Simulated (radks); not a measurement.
Neutral argon, configuration [Ar]. Calculated with a radial shooting solver on a logarithmic mesh with Libxc functionals: scalar-relativistic Kohn-Sham, LDA (Slater exchange, Perdew-Wang correlation), spin-polarised, spherical densities, point nucleus; hard spherical wall at 15 bohr.

Unscreened Slater integrals over Kohn-Sham orbitals (eV). They are taken over the spin-up orbitals. Empty in this configuration: 4s.

| integral | value |
|---|---|
| F0(3p,3p) | 14.878 |
| F2(3p,3p) | 7.2933 |
| F0(3p,3s) | 16.037 |
| G1(3p,3s) | 10.418 |
| F0(3p,2p) | 20.666 |
| F2(3p,2p) | 3.4049 |
| G0(3p,2p) | 1.3313 |
| G2(3p,2p) | 1.3404 |
| F0(3p,2s) | 20.409 |
| G1(3p,2s) | 1.0162 |
| F0(3p,4s) | 5.2780 |
| G1(3p,4s) | 0.28671 |
| F0(3s,3s) | 17.467 |
| F0(3s,2p) | 23.436 |
| G1(3s,2p) | 1.7367 |
| F0(3s,2s) | 23.195 |
| G0(3s,2s) | 1.3918 |
| F0(3s,4s) | 5.3268 |
| G0(3s,4s) | 0.16075 |
| F0(2p,2p) | 66.090 |
| F2(2p,2p) | 30.713 |
| F0(2p,2s) | 62.003 |
| G1(2p,2s) | 36.470 |
| F0(2p,4s) | 5.5440 |
| G1(2p,4s) | 0.067220 |
| F0(2s,2s) | 59.311 |
| F0(2s,4s) | 5.5343 |
| G0(2s,4s) | 0.053058 |
| F0(4s,4s) | 4.0177 |
